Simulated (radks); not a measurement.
The hafnium ion Hf+ inside a hard spherical wall (all orbitals vanish at R), configuration held at [Xe] 4f14 5d1 6s2 and not refilled when levels cross. Calculated with a radial shooting solver on a logarithmic mesh with Libxc functionals: scalar-relativistic Kohn-Sham, r2SCAN, spin-unpolarised, spherical densities, finite nucleus; meta-GGA in the generalised Kohn-Sham scheme; Fermi nuclear charge, rms radius 5.347 fm. Eigenvalues in eV, with the zero of energy where the potential of the charges vanishes at infinity; a dash marks a level that is unbound or too diffuse for the functional's potential to be trusted. A positive occupied level is held by the wall or, in an anion where self-interaction has pushed it up, behind a barrier. The pressure on the wall is -dE/dV.

R (bohr)  E (hartree)  kinetic (hartree)    e(5p)    e(4f)    e(6s)    e(5d)  e(6p, empty)  e(7s, empty)  pressure (GPa)
free      -15077.5118          16515.964  -45.933  -26.500  -11.977  -10.566        -6.700             -               0
20        -15077.5118          16515.964  -45.933  -26.500  -11.977  -10.566        -6.700             -        < 0.0001
10        -15077.5117          16515.965  -45.927  -26.495  -11.973  -10.562        -6.682        -0.524         0.00256
7         -15077.5044          16516.035  -45.658  -26.217  -11.734  -10.330        -6.122         3.956           0.515
6         -15077.4809          16516.203  -45.116  -25.651  -11.163   -9.852        -5.011         9.085            2.81
5         -15077.3889          16516.709  -43.824  -24.274   -9.394   -8.615        -1.944        20.220            15.6
4         -15077.0277          16518.305  -41.020  -21.156   -3.706   -5.429         6.908        46.509            99.5
3.5       -15076.5137          16520.405  -38.394  -18.108    3.419   -1.955        17.122        73.177             287
3         -15075.3116          16525.208  -33.662  -12.569   18.264    4.767        36.917        120.30             965
2         -15061.9879          16573.780    3.249   24.287   138.43   56.262        177.76        409.93           21000
1.5       -15022.0345          16702.746   93.955   90.117   397.23   171.17        458.66        930.37          164000
